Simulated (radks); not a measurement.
The rhodium ion Rh5+, 40 electrons, occupied as [Kr] 4d4.

Calculated with a radial shooting solver on a logarithmic mesh with Libxc functionals: Dirac Kohn-Sham, BLYP, spin-unpolarised, spherical densities, point nucleus; open shells fill j = l - 1/2 first.

Energy parts (hartree):
total: -4779.44585
kinetic: 4983.65583
electron-nucleus: -11464.14285
Hartree: 1838.03459
exchange-correlation: -136.99342

Orbitals (lengths in bohr, moments of r in powers of bohr; <r^-3> diverges for s and p1/2; r(90%) holds 90 % of the orbital's charge):
1s1/2: occ. 2; eigenvalue (hartree) -849.0506; <r^4> 5.365e-06; <r> 0.03263; r(90%) 0.0585
2s1/2: occ. 2; eigenvalue (hartree) -125.3931; <r^4> 0.0009674; <r> 0.1416; r(90%) 0.219
2p1/2: occ. 2; eigenvalue (hartree) -116.3095; <r^4> 0.0006348; <r> 0.1203; r(90%) 0.197
2p3/2: occ. 4; eigenvalue (hartree) -110.9924; <r^4> 0.0007229; <r^-3> 3022; <r> 0.1252; r(90%) 0.204
3s1/2: occ. 2; eigenvalue (hartree) -24.60048; <r^4> 0.04690; <r> 0.3904; r(90%) 0.576
3p1/2: occ. 2; eigenvalue (hartree) -21.04737; <r^4> 0.04717; <r> 0.3829; r(90%) 0.578
3p3/2: occ. 4; eigenvalue (hartree) -20.13144; <r^4> 0.05241; <r^-3> 528.5; <r> 0.3936; r(90%) 0.593
3d3/2: occ. 4; eigenvalue (hartree) -13.84130; <r^4> 0.04966; <r^-3> 79.83; <r> 0.3679; r(90%) 0.585
3d5/2: occ. 6; eigenvalue (hartree) -13.66043; <r^4> 0.05135; <r^-3> 75.55; <r> 0.3714; r(90%) 0.590
4s1/2: occ. 2; eigenvalue (hartree) -5.59853; <r^4> 1.590; <r> 0.9585; r(90%) 1.39
4p1/2: occ. 2; eigenvalue (hartree) -4.48794; <r^4> 2.144; <r> 1.021; r(90%) 1.50
4p3/2: occ. 4; eigenvalue (hartree) -4.33166; <r^4> 2.365; <r^-3> 90.51; <r> 1.047; r(90%) 1.53
4d3/2: occ. 4; eigenvalue (hartree) -2.60373; <r^4> 5.523; <r^-3> 9.674; <r> 1.255; r(90%) 1.90
4d5/2: occ. 0; eigenvalue (hartree) -2.58223; <r^4> 5.686; <r^-3> 9.130; <r> 1.264; r(90%) 1.92

The highest occupied level is 4d3/2 at -70.851 eV. Summed over all electrons, <r^2> = 19.96 bohr^2, which gives a Langevin (diamagnetic) susceptibility term of -15.8 x 10^-6 cm^3/mol. The density falls to 0.001 e/bohr^3 at r = 2.81 bohr. For comparison, the ionisation energy in NIST's Atomic Spectra Database is 80 eV (theoretical). In exact Kohn-Sham theory the highest level is minus the ionisation energy, but local and semilocal functionals leave it too shallow, through self-interaction and a potential that decays too fast; potentials with the right tail come closer.

Beside tabulated values, note that spin-unpolarised runs miss the spin-polarisation part of the exchange energy of open shells.
